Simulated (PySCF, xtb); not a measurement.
Al(Cl)(H)(NCO) (CHAlClNO), SMILES O=C=[N][AlH][Cl].

GFN2-xTB in xtb 6.7.1 at its own geometry gives an orbital gap of 5.14 eV and a dipole moment of 1.85 D.

Geometry: PBE0-D3(BJ)/def2-SVP. The values are those of a single conformer.

What does PySCF with r2SCAN/def2-TZVP give? (An estimate is asked for; the answer gives what the named calculation found.)

gap 5.78 eV (levels -7.79 and -2.01 eV), dipole 1.54 D.
